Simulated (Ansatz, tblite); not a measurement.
Removing and adding an electron: the cluster Mg4O4 (the lowest singlet isomer of a short search). Total charge 0; singlet. Geometry: PBE-D4/def2-SVP. Ansatz, gas phase; energy differences of separate SCF runs; the oxidised species was run as a doublet alone; the reduced species was run as a doublet alone.

```xyz
8

Mg   -1.514    1.639    0.170
Mg    1.643    1.485    0.319
Mg   -1.643   -1.485   -0.319
Mg    1.514   -1.639   -0.170
O     0.103    2.495    0.390
O     2.521   -0.123    0.119
O    -0.103   -2.494   -0.390
O    -2.521    0.123   -0.119
```

The xTB rows come from tblite. Correlated methods freeze 8 core orbitals; core or outer-core shells of Mg are correlated, in sets that lack core-valence functions. The rows differ in basis, and correlated rows in double-zeta sets carry the largest basis error. In CCSD on the charge 1 doublet the largest single amplitude is 0.17, so its Hartree–Fock determinant may place the open shell otherwise than the density functionals do. The structure comes from a short search, and lower isomers may exist.

| level | −HOMO (eV) | vertical IE (eV) | −LUMO (eV) | vertical EA (eV) | HOMO–LUMO gap (eV) | IE − EA (eV) | remarks |
| --- | --- | --- | --- | --- | --- | --- | --- |
| GFN1-xTB | 12.10 | 15.04 | 9.94 | 7.10 | 2.16 | 7.94 | – |
| HF/def2-SVP | – | 7.34 | – | – | – | – | – |
| PBE-D4/def2-TZVP | 5.39 | 7.76 | 2.59 | – | 2.80 | – | – |
| PBE-D4/def2-TZVPD | 5.39 | – | 2.58 | 1.01 | 2.80 | – | HOMO above zero (-1 doublet) |
| r2SCAN-D4/def2-TZVP | 5.62 | 7.88 | 2.19 | – | 3.42 | – | – |
| CCSD/def2-SVP | – | 8.72 | – | – | – | – | – |

Estimate the rows for GFN2-xTB, r2SCAN-D4/def2-TZVPD, PBE0-D4/def2-TZVP, PBE0-D4/def2-TZVPD, MP2/def2-SVP, CCSD(T)/def2-SVP.


| level | −HOMO (eV) | vertical IE (eV) | −LUMO (eV) | vertical EA (eV) | HOMO–LUMO gap (eV) | IE − EA (eV) | remarks |
| --- | --- | --- | --- | --- | --- | --- | --- |
| GFN2-xTB | 12.01 | 14.78 | 10.85 | 8.13 | 1.16 | 6.64 | – |
| r2SCAN-D4/def2-TZVPD | 5.59 | – | 2.17 | 0.79 | 3.43 | – | HOMO above zero (-1 doublet) |
| PBE0-D4/def2-TZVP | 6.77 | 8.34 | 1.87 | – | 4.90 | – | – |
| PBE0-D4/def2-TZVPD | 6.76 | – | 1.86 | 0.76 | 4.90 | – | HOMO above zero (-1 doublet) |
| MP2/def2-SVP | – | 9.10 | – | – | – | – | – |
| CCSD(T)/def2-SVP | – | 8.77 | – | – | – | – | – |

   A HOMO above zero means that the electron is unbound at that level or that self-interaction error raises the level; the energy of removing that electron tells which. Raw xTB energy differences between charge states are shifted by several eV; the methods need an empirical correction for them.
